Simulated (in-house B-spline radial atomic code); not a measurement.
Inner-shell binding energies (edges) and X-ray emission energies of free atoms and ions, as differences of relaxed hole-state energies with first-order Breit, QED and recoil terms, without correlation or multiplet splittings, in NIST's listed ground configurations. For neutral atoms such line energies lie within some 1 to 5 eV of tabulated X-ray lines (up to 20 eV for the heaviest). K = 1s, L1 = 2s. A dash marks a subshell that is part filled or wasn't run, or a line left out. Computed with a B-spline radial code for spherical atoms: Dirac-Hartree-Fock, average of the configuration, finite nuclei.

```json
{"ion": "Ti", "configuration": "[Ar] 3d2 4s2", "K edge (eV)": "4976.23", "L1 edge (eV)": "574.14"}
{"ion": "V", "configuration": "[Ar] 3d3 4s2", "K edge (eV)": "5476.64", "L1 edge (eV)": "641.04"}
{"ion": "Mn", "configuration": "[Ar] 3d5 4s2", "K edge (eV)": "6550.48", "L1 edge (eV)": "784.96"}
{"ion": "Fe", "configuration": "[Ar] 3d6 4s2", "K edge (eV)": "7124.14", "L1 edge (eV)": "862.1"}
{"ion": "Co", "configuration": "[Ar] 3d7 4s2", "K edge (eV)": "7722.46", "L1 edge (eV)": "942.77"}
{"ion": "Ni", "configuration": "[Ar] 3d8 4s2", "K edge (eV)": "8345.55", "L1 edge (eV)": "1027"}
{"ion": "Zn", "configuration": "[Ar] 3d10 4s2", "K edge (eV)": "9666.54", "L1 edge (eV)": "1206.33"}
{"ion": "Ga", "configuration": "[Ar] 3d10 4s2 4p1", "K edge (eV)": "10375.8", "L1 edge (eV)": "1313.64"}
{"ion": "Ge", "configuration": "[Ar] 3d10 4s2 4p2", "K edge (eV)": "11111.8", "L1 edge (eV)": "1426.32"}
{"ion": "As", "configuration": "[Ar] 3d10 4s2 4p3", "K edge (eV)": "11874.8", "L1 edge (eV)": "1544.37"}
{"ion": "Se", "configuration": "[Ar] 3d10 4s2 4p4", "K edge (eV)": "12664.7", "L1 edge (eV)": "1667.77"}
{"ion": "Br", "configuration": "[Ar] 3d10 4s2 4p5", "K edge (eV)": "13481.7", "L1 edge (eV)": "1796.55"}
```
